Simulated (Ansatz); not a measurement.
Species: molecular bromine, Br2, charge 0, multiplicity 1. 
Coordinates optimised at B3LYP-D3(BJ)/def2-TZVP (Ansatz, a first-principles code):
```
Br
Br 1 2.3157
```
Charge 0, spin multiplicity 1.

Basis-set convergence of Hartree-Fock and MP2 correlation energies (hartree) with Ansatz. Correlated levels leave the core frozen unless marked. Spin-orbit coupling is left out. Frozen are the shells of the preceding noble gas and the d and f shells that filled before the atom's block. Non-relativistic.

```
basis        functions        E(HF)  E(corr, MP2)
-----------  ---------  -----------  ------------
def2-SVPD           82  -5144.18917      -0.25095
def2-TZVPPD        114  -5144.82169      -0.32344
def2-QZVPPD        196  -5144.92059      -0.35878
```

Extrapolating the two largest sets (X = 3 and 4) as X^-3: E(corr) = (64·(-0.35878) - 27·(-0.32344))/37 = -0.3846 Eh, an estimate of the basis-set limit. The largest set recovers 93.3 % of it, the smallest 65.3 %.
